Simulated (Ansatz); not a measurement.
Reaction (formal exchange of groups at a Te–C bond): `FC(Cl)[TeH]` + `[OH][GeH3]` → `[OH][GeH2][TeH]` + `FCCl`

Program: Ansatz. Geometries: PBE0-D4/def2-TZVP. ΔE: electronic, gas phase. CCSD(T)/CBS adds triple-zeta CCSD(T) − MP2 to the extrapolated MP2 energy (def2 sets, frozen cores). This one scheme is used for every species. Functionals use def2-TZVPP. def2 core potentials past Kr. For Ge, Te outer-core shells are correlated without core-valence functions, which leaves a few kJ/mol of doubt a bond. Scalar relativity is left out up to krypton. One conformer a species, not always the lowest.

CCSD(T)/CBS gives -125.3 kJ/mol.

Question: Another level gave -122.6 kJ/mol. Which?
A. CCSD/def2-TZVPP
B. BLYP/def2-TZVPP
C. BHLYP/def2-TZVPP
D. HF/def2-TZVPP

Answer: B. BLYP -122.6, BHLYP -135.1, CCSD/def2-TZVPP -128.3, HF/def2-TZVPP -143.0 kJ/mol.

Largest T1 diagnostic among the species: 0.011.

From r2SCAN to r2SCAN0 (25 % exact exchange), in def2-TZVPP and without D4, ΔE moves by −6.9 kJ/mol. Leaving LDA and LC-ωPBE aside and taking each functional with its dispersion term where it has one, the values, not all of them listed here, spread over 17.1 kJ/mol, from r2SCAN0-D4 to B97M-V. LDA lies +3.9 kJ/mol from PBE without D4. At CCSD(T), def2-SVP lies −5.3 kJ/mol from the extrapolated value and def2-TZVPP −0.1 kJ/mol.
